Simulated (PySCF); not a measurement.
Trimethylaluminum, C3H9Al.
Bonds: C1–Al2, Al2–C3, Al2–C4. Hydrogens: H5, H6, H7 on C1; H8, H9, H10 on C3; H11, H12, H13 on C4.

The closed-shell ground state was solved at several levels (PySCF, density fitting, gas phase, non-relativistic). Isolated species at its PBE0-D3(BJ)/def2-SVP geometry, gas phase.

| level | basis functions | total energy (Eh) | HOMO (eV) | LUMO (eV) | gap (eV) | dipole (D) |
| --- | --- | --- | --- | --- | --- | --- |
| CAM-B3LYP/def2-SVPD | 156 | -361.9477 | -8.96 | 0.44 | 9.40 | 0.01 |
| PBE0/pcSseg-1 | 120 | -361.8882 | -7.59 | -0.46 | 7.13 | 0.03 |

Estimate the row for PBE0/pcSseg-2, a basis of 277 functions; the other rows only guide the guess.

Total energy -361.9721 Eh, HOMO -7.56 eV, LUMO -0.44 eV, gap 7.12 eV, dipole 0.00 D.

How far do the dipole and the HOMO energy spread over the levels?

The dipole runs from 0.00 to 0.03 D (mean 0.01 D) and the HOMO from -8.96 to -7.56 eV.
